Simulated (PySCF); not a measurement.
**Calculated NMR data**

Method: GIAO PBE0/pcSseg-1 shieldings, GFN2-xTB structure, in PySCF 2.14 (rapidly exchanging positions averaged, no relativistic terms, isolated molecule, one computed conformer).

Referencing at the same level of theory: TMS for ¹H (σref 31.72) and ¹³C (σref 186.93). Splittings of carbon signals by F and P are missing where no couplings were computed. Where no couplings were computed, multiplicities follow the n + 1 count of equivalent neighbours, and m marks all less simple cases (inequivalent or close neighbours, rings, F or P nearby). Shifts are as computed. Against solution values, carbons near 30 ppm lie about +3 ppm off and those near 130 ppm about +5 ppm. Of 1211 compounds with measured shifts, 218 miss one by over three times the rms of a fit or turn the order of signals round; such compounds aren't used in these exercises.

Compound 1 (C6H8F3OP). ¹H NMR (400 MHz, computed): δ 2.63 (m, 4H), 2.23 (m, 4H). ¹³C{¹H} NMR (computed): δ 213.0, 143.8, 37.4, 17.3. Structure: SMILES O=C1CCP(C(F)(F)F)CC1.

Compound 2 (C7H11P). ¹H NMR (400 MHz, computed): δ 6.82 (m, 2H), 6.59 (m, 2H), 4.55 (m, 1H), 3.03 (m, 1H), 1.27 (m, 2H), 0.98 (t, 3H). ¹³C{¹H} NMR (computed): δ 143.6 (CH), 132.0 (CH), 45.2 (CH), 29.1 (CH2), 15.1 (CH3). Structure: SMILES CCC1C=CPC=C1.
